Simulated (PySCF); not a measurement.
# TbO: one state, many levels of theory

State: octet, about 8.2 electrons in the 4f shell (Mulliken), real f orbitals that mix terms. Set-up: Tb x2c-SVPall, O x2c-SVPall; spin-free X2C with a Gaussian nucleus (PySCF 2.14). De refers to Tb (4f9 6s2) + O in their high-spin ground configurations, without counterpoise correction. The functionals are run spin-unrestricted. A positive dipole means Tb(−)O(+).

| Level | Re (Å) | ωe (cm⁻¹) | De (eV) | μ (D) | CPU s a point (SCF and correlation, without the integrals) |
| --- | --- | --- | --- | --- | --- |
| UHF | 1.800 | 881 | n/a | -5.30 | 1.8 |
| UHF-MP2 | 1.791 | 860 | n/a | n/a | 3.6 |
| UHF-SCS-MP2 | 1.795 | 871 | n/a | n/a | n/a |
| PBE | 1.795 | 822 | 7.11 | -3.97 | 9.9 |
| r²SCAN | 1.785 | 857 | 7.35 | -4.15 | 17 |
| PBE0 | 1.779 | 875 | 7.02 | -4.39 | 6.9 |
| r²SCAN0 | 1.778 | 884 | 7.25 | -4.51 | 7.7 |
| ωB97X | 1.774 | 883 | 6.31 | -4.49 | 17 |
| B2PLYP | 1.801 | 836 | 7.37 | -5.06 | 6 |

What does a quarter of exact exchange do here, going from PBE to PBE0?

PBE0 less PBE: -1.6 pm in Re, +6.4 % in ωe, -0.09 eV in De. Exact exchange removes part of the self-interaction that spreads semilocal densities, and in most molecules shortens and stiffens the bond and lowers De; so it does here.

What does the step from GGA to meta-GGA do here, going from PBE to r²SCAN?

r²SCAN less PBE: -1.0 pm in Re, +4.3 % in ωe, +0.24 eV in De. 

Correlated steps freeze 19 core orbitals. These are scalar-relativistic numbers at best; spin–orbit coupling would shift them, the dissociation energy most. B2PLYP dipoles, levels and charges come from its SCF part alone. The state is the lowest single determinant that the PBE0 search found; with open d or f shells the true ground state can be another one.

The whole job (state search and all levels along the bond) took about 12 min on 2 threads of Arm Neoverse V2 (shared host), peak memory 3.9 GiB.
